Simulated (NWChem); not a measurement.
System: C3H4FNSi; SMILES F[Si@H]1C=CC=N1

Input file for NWChem:

```
start job
memory heap 200 mb stack 900 mb global 1100 mb
geometry units angstroms noautoz
  F      0.059933    -2.026811    -0.581935
  Si     0.016720    -0.743537     0.405832
  C      1.337019     0.537733     0.048794
  C      0.634163     1.649287    -0.235251
  C     -0.857615     1.455330    -0.216446
  N     -1.358489     0.311023     0.047952
  H     -0.024655    -1.258399     1.797126
  H      2.427751     0.513440     0.080130
  H      1.065189     2.629403    -0.467922
  H     -1.506761     2.321788    -0.436506
end
basis spherical
  F library 6-31g*
  Si library 6-31g*
  C library 6-31g*
  N library 6-31g*
  H library 6-31g*
end
dft
  xc xpbe96 cpbe96
  iterations 150
  vectors input atomic output neutral.movecs
end
task dft energy
charge 1
dft
  odft
  mult 2
  vectors input atomic output cation.movecs
end
task dft energy
```

Parts of the log:

```
             Northwest Computational Chemistry Package (NWChem) 7.3.0
             --------------------------------------------------------

 C1  symmetry detected

                             Geometry "geometry" -> ""
                             -------------------------

 Output coordinates in angstroms (scale by  1.889725989 to convert to a.u.)

  No.       Tag          Charge          X              Y              Z
 ---- ---------------- ---------- -------------- -------------- --------------
    1 F                    9.0000     0.02155085    -2.02458961    -0.55147276
    2 Si                  14.0000     0.00518405    -0.73211098     0.42503852
    3 C                    6.0000     1.34921700     0.52023369     0.05419268
    4 C                    6.0000     0.66735338     1.64262630    -0.23827481
    5 C                    6.0000    -0.82784774     1.47769788    -0.21489158
    6 N                    7.0000    -1.35016056     0.34564261     0.06053495
    7 H                    1.0000    -0.04320690    -1.23386192     1.82088883
    8 H                    1.0000     2.43934015     0.47514868     0.08364193
    9 H                    1.0000     1.11672866     2.61215505    -0.48039554
   10 H                    1.0000    -1.46060823     2.35457289    -0.44132206

 Effective nuclear repulsion energy (a.u.)     278.9809935361

  pbe96 is a nonlocal functional; adding pw91lda local functional.

                                 NWChem DFT Module
                                 -----------------

 Summary of "ao basis" -> "ao basis" (spherical)
 ------------------------------------------------------------------------------
       Tag                 Description            Shells   Functions and Types
 ---------------- ------------------------------  ------  ---------------------
 F                           6-31g*                  6       14   3s2p1d
 Si                          6-31g*                  8       18   4s3p1d
 C                           6-31g*                  6       14   3s2p1d
 N                           6-31g*                  6       14   3s2p1d
 H                           6-31g*                  2        2   2s

            General Information
            -------------------
          SCF calculation type: DFT
          Wavefunction type:  closed shell.
          No. of atoms     :    10
          No. of electrons :    52
           Alpha electrons :    26
            Beta electrons :    26
          Charge           :     0
          Spin multiplicity:     1
          Use of symmetry is: off; symmetry adaption is: off
          Maximum number of iterations: 150
          AO basis - number of functions:    96
                     number of shells:    46
          Convergence on energy requested:  1.00D-06
          Convergence on density requested:  1.00D-05
          Convergence on gradient requested:  5.00D-04

              XC Information
              --------------
          PerdewBurkeErnzerhof Exchange Functional  1.000
            Perdew 1991 LDA Correlation Functional  1.000 local
           PerdewBurkeErnz. Correlation Functional  1.000 non-local

             Grid Information
             ----------------
          Grid used for XC integration:  medium
          Radial quadrature: Mura-Knowles
          Angular quadrature: Lebedev.
          Tag              B.-S. Rad. Rad. Pts. Rad. Cut. Ang. Pts.
          ---              ---------- --------- --------- ---------
          F                   0.50       49          11.0       434
          Si                  1.10       88          10.0       590
          C                   0.70       49          10.0       434
          N                   0.65       49          10.0       434
          H                   0.35       45          11.0       434
          Grid pruning is: on
          Number of quadrature shells:   513
          Spatial weights used:  Erf1

      Superposition of Atomic Density Guess
      -------------------------------------

 Sum of atomic energies:        -557.45707039

      Non-variational initial energy
      ------------------------------

 Total energy =    -560.339727
 1-e energy   =   -1321.903893
 2-e energy   =     482.583173
 HOMO         =      -0.308353
 LUMO         =      -0.082487

   convergence    iter        energy       DeltaE   RMS-Dens  Diis-err
 ---------------- ----- ----------------- --------- --------- ---------
 d= 0,ls=0.0,diis     1   -560.2349382193 -8.39D+02  2.45D-02  1.08D+00
 d= 0,ls=0.0,diis     2   -559.7667138097  4.68D-01  1.84D-02  5.21D+00
 d= 0,ls=0.0,diis     3   -560.3454402342 -5.79D-01  4.44D-03  1.31D-01
 d= 0,ls=0.0,diis     4   -560.3494302989 -3.99D-03  2.48D-03  1.06D-01
 d= 0,ls=0.0,diis     5   -560.3610634188 -1.16D-02  6.89D-04  5.02D-03
  Resetting Diis
 d= 0,ls=0.0,diis     6   -560.3615080825 -4.45D-04  3.03D-04  1.12D-03
 d= 0,ls=0.0,diis     7   -560.3616458893 -1.38D-04  3.28D-04  1.87D-04
 d= 0,ls=0.0,diis     8   -560.3614755354  1.70D-04  2.53D-04  1.39D-03
 d= 0,ls=0.0,diis     9   -560.3616700127 -1.94D-04  2.91D-05  1.14D-05
 d= 0,ls=0.0,diis    10   -560.3616714484 -1.44D-06  7.45D-06  8.66D-07
 d= 0,ls=0.0,diis    11   -560.3616715423 -9.38D-08  2.11D-06  5.82D-08

         Total DFT energy =     -560.361671542250
      One electron energy =    -1325.808183609709
           Coulomb energy =      542.110063891293
    Exchange-Corr. energy =      -55.644545359942
 Nuclear repulsion energy =      278.980993536108

 Numeric. integr. density =       52.000008282831

                       DFT Final Molecular Orbital Analysis
                       ------------------------------------

 Vector   24  Occ=2.000000D+00  E=-2.840409D-01
              MO Center=  5.8D-01, -1.6D-01,  3.4D-01, r^2= 3.5D+00
   Bfn.  Coefficient  Atom+Function         Bfn.  Coefficient  Atom+Function
  ----- ------------  ---------------      ----- ------------  ---------------
    36      0.270821   3 C  py               90      0.269539   7 H  s
    35      0.192465   3 C  px               22     -0.190561   2 Si py
    89      0.188209   7 H  s                21     -0.183930   2 Si px
    23      0.177701   2 Si pz               50     -0.177140   4 C  py
    94     -0.169841   9 H  s                 5     -0.161514   1 F  pz

 Vector   25  Occ=2.000000D+00  E=-2.465198D-01
              MO Center=  2.6D-01,  8.0D-01, -5.5D-02, r^2= 2.6D+00
   Bfn.  Coefficient  Atom+Function         Bfn.  Coefficient  Atom+Function
  ----- ------------  ---------------      ----- ------------  ---------------
    37      0.337944   3 C  pz               79     -0.316537   6 N  pz
    51      0.304303   4 C  pz               41      0.242700   3 C  pz
    83     -0.228691   6 N  pz               55      0.205227   4 C  pz
    65     -0.155719   5 C  pz               36      0.113941   3 C  py
    78     -0.100616   6 N  py               69     -0.099234   5 C  pz

 Vector   26  Occ=2.000000D+00  E=-2.181125D-01
              MO Center= -1.1D+00,  5.8D-01,  1.0D-02, r^2= 2.1D+00
   Bfn.  Coefficient  Atom+Function         Bfn.  Coefficient  Atom+Function
  ----- ------------  ---------------      ----- ------------  ---------------
    77      0.502813   6 N  px               81      0.329454   6 N  px
    52     -0.293571   4 C  s                80     -0.235240   6 N  s
    96      0.206403  10 H  s                49      0.201814   4 C  px
    20      0.173227   2 Si s                53      0.170607   4 C  px
    21     -0.164996   2 Si px               22      0.149424   2 Si py

 Vector   27  Occ=0.000000D+00  E=-1.112241D-01
              MO Center=  3.5D-02,  6.8D-01,  5.5D-03, r^2= 3.2D+00
   Bfn.  Coefficient  Atom+Function         Bfn.  Coefficient  Atom+Function
  ----- ------------  ---------------      ----- ------------  ---------------
    41      0.324503   3 C  pz               65     -0.304092   5 C  pz
    37      0.301519   3 C  pz               69     -0.291985   5 C  pz
    79      0.277033   6 N  pz               83      0.267017   6 N  pz
    55     -0.264861   4 C  pz               51     -0.245713   4 C  pz
    90     -0.187104   7 H  s                27      0.169871   2 Si pz

 Vector   28  Occ=0.000000D+00  E= 1.025358D-02
              MO Center= -9.6D-03,  9.8D-01, -3.2D-02, r^2= 3.2D+00
   Bfn.  Coefficient  Atom+Function         Bfn.  Coefficient  Atom+Function
  ----- ------------  ---------------      ----- ------------  ---------------
    55      0.546050   4 C  pz               69     -0.512861   5 C  pz
    65     -0.382369   5 C  pz               51      0.378018   4 C  pz
    25     -0.337809   2 Si px               41     -0.336989   3 C  pz
    83      0.311570   6 N  pz               79      0.229077   6 N  pz
    37     -0.189361   3 C  pz               38      0.185769   3 C  s

 Vector   29  Occ=0.000000D+00  E= 2.823786D-02
              MO Center=  3.9D-01, -7.0D-01,  4.5D-01, r^2= 4.5D+00
   Bfn.  Coefficient  Atom+Function         Bfn.  Coefficient  Atom+Function
  ----- ------------  ---------------      ----- ------------  ---------------
    26      0.796466   2 Si py               25     -0.489769   2 Si px
    66     -0.480980   5 C  s                52     -0.477990   4 C  s
    94      0.398576   9 H  s                 6      0.395161   1 F  s
    90      0.342790   7 H  s                22      0.304900   2 Si py
    83     -0.252996   6 N  pz               53     -0.231300   4 C  px

     Multipole analysis of the density
     ---------------------------------

     L   x y z        total         alpha         beta         nuclear
     -   - - -        -----         -----         ----         -------
     0   0 0 0      0.000000    -26.000000    -26.000000     52.000000

     1   1 0 0      0.784769      0.392384      0.392384      0.000000
     1   0 1 0      0.798775      0.399387      0.399387     -0.000000
     1   0 0 1      0.174229      0.087114      0.087114     -0.000000

     2   2 0 0    -30.974290    -86.558951    -86.558951    142.143612
     2   1 1 0     -0.124380     -0.824004     -0.824004      1.523628
     2   1 0 1      0.319578     -0.085286     -0.085286      0.490149
     2   0 2 0    -28.475919   -175.401950   -175.401950    322.327982
     2   0 1 1     -1.874677      3.967345      3.967345     -9.809367
     2   0 0 2    -30.645974    -32.598863    -32.598863     34.551753

                                 NWChem DFT Module
                                 -----------------

            General Information
            -------------------
          SCF calculation type: DFT
          Wavefunction type:  spin polarized.
          No. of atoms     :    10
          No. of electrons :    51
           Alpha electrons :    26
            Beta electrons :    25
          Charge           :     1
          Spin multiplicity:     2
          Use of symmetry is: off; symmetry adaption is: off
          Maximum number of iterations: 150
          AO basis - number of functions:    96
                     number of shells:    46
          Convergence on energy requested:  1.00D-06
          Convergence on density requested:  1.00D-05
          Convergence on gradient requested:  5.00D-04

              XC Information
              --------------
          PerdewBurkeErnzerhof Exchange Functional  1.000
            Perdew 1991 LDA Correlation Functional  1.000 local
           PerdewBurkeErnz. Correlation Functional  1.000 non-local

             Grid Information
             ----------------
          Grid used for XC integration:  medium
          Radial quadrature: Mura-Knowles
          Angular quadrature: Lebedev.
          Tag              B.-S. Rad. Rad. Pts. Rad. Cut. Ang. Pts.
          ---              ---------- --------- --------- ---------
          F                   0.50       49          11.0       434
          Si                  1.10       88          10.0       590
          C                   0.70       49          10.0       434
          N                   0.65       49          10.0       434
          H                   0.35       45          11.0       434
          Grid pruning is: on
          Number of quadrature shells:   513
          Spatial weights used:  Erf1

      Superposition of Atomic Density Guess
      -------------------------------------

 Sum of atomic energies:        -557.45707039

 Renormalizing density from      52.00 to     51

      Non-variational initial energy
      ------------------------------

 Total energy =    -553.300919
 1-e energy   =   -1296.482664
 2-e energy   =     464.200752
 HOMO         =      -0.588935
 LUMO         =      -0.356860

   convergence    iter        energy       DeltaE   RMS-Dens  Diis-err
 ---------------- ----- ----------------- --------- --------- ---------
 d= 0,ls=0.0,diis     1   -559.8136808127 -8.39D+02  1.68D-02  4.54D-01
                                                     1.85D-02  4.72D-01
 d= 0,ls=0.0,diis     2   -555.3351980996  4.48D+00  1.45D-02  7.98D+00
                                                     1.81D-02  6.09D+00
 d= 0,ls=0.0,diis     3   -559.7833255883 -4.45D+00  6.11D-03  4.82D-01
                                                     1.05D-02  3.95D-01
 d= 0,ls=0.0,diis     4   -559.7525945343  3.07D-02  4.18D-03  4.51D-01
                                                     9.96D-03  4.28D-01
 d= 0,ls=0.0,diis     5   -559.9457184231 -1.93D-01  2.44D-03  1.18D-01
                                                     3.56D-03  1.04D-01
 d= 0,ls=0.0,diis     6   -560.0066675713 -6.09D-02  1.34D-03  1.62D-02
                                                     1.50D-03  1.40D-02
  Resetting Diis
 d= 0,ls=0.0,diis     7   -560.0085343914 -1.87D-03  6.79D-04  1.16D-02
                                                     8.11D-04  1.05D-02
 d= 0,ls=0.0,diis     8   -560.0147995761 -6.27D-03  3.73D-04  2.92D-04
                                                     2.11D-03  2.76D-04
 d= 0,ls=0.0,diis     9   -560.0096289279  5.17D-03  3.39D-04  8.43D-03
                                                     1.99D-03  8.01D-03
 d= 0,ls=0.0,diis    10   -560.0147374792 -5.11D-03  1.20D-04  4.75D-04
                                                     2.74D-04  4.20D-04
 d= 0,ls=0.0,diis    11   -560.0149839478 -2.46D-04  3.30D-05  1.38D-05
                                                     5.14D-05  1.35D-05
 d= 0,ls=0.0,diis    12   -560.0149886704 -4.72D-06  1.90D-05  7.33D-06
                                                     5.18D-05  8.06D-06
 d= 0,ls=0.0,diis    13   -560.0149894299 -7.60D-07  1.28D-05  6.21D-06
                                                     1.56D-05  5.25D-06
 d= 0,ls=0.0,diis    14   -560.0149923145 -2.88D-06  6.52D-06  2.03D-06
                                                     1.05D-05  1.73D-06
 d= 0,ls=0.0,diis    15   -560.0149929106 -5.96D-07  5.24D-06  1.02D-06
                                                     5.72D-06  8.59D-07

         Total DFT energy =     -560.014992910642
      One electron energy =    -1313.527648659001
           Coulomb energy =      529.822250398226
    Exchange-Corr. energy =      -55.290588185975
 Nuclear repulsion energy =      278.980993536108

 Numeric. integr. density =       51.000007877386

                    DFT Final Alpha Molecular Orbital Analysis
                    ------------------------------------------

[...]
```

Level: PBE/6-31G* (spherical d), vertical spin-unrestricted ions. Structure relaxed at the PBE0/def2-SVP level.
